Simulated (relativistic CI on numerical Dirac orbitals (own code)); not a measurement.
## Ta²⁺ (5d3) in a crystal field

Calculated by Dirac-Coulomb-Breit CI, orbitals from a KLI potential per configuration, a model potential for QED, valence Slater integrals scaled by 0.9, one configuration in a parametric crystal field (own radial code). With so little scaling, terms lie 10 to 35 % too far apart, which can change the order of excited levels.

Field parameters in Wybourne normalisation: D4h B²₀ = −7Ds, B⁴₀ = 21(Dq − Dt), B⁴₄ = 21√(5/14) Dq. The field is a parameter set, without covalency.

S is read from ⟨S²⟩ = S(S + 1).

Levels (cm⁻¹, degeneracy): 0 (2), 95 (2), 5932 (2), 7152 (2), 7943 (2), 8900 (2), 8901 (2), 9400 (2), 9980 (2), 10092 (2), 11100 (2), 12311 (2).

Problem. Which field gives this pattern?
A. D4h, 10Dq = 30450, Ds = 2180, Dt = 140 cm⁻¹
B. D4h, 10Dq = 12700, Ds = 2650, Dt = 220 cm⁻¹
C. D4h, 10Dq = 22400, Ds = 600, Dt = -780 cm⁻¹
D. D4h, 10Dq = 13050, Ds = 910, Dt = -790 cm⁻¹

Solution. B. D4h, 10Dq = 12700, Ds = 2650, Dt = 220 cm⁻¹, ground level with S = 1.48.
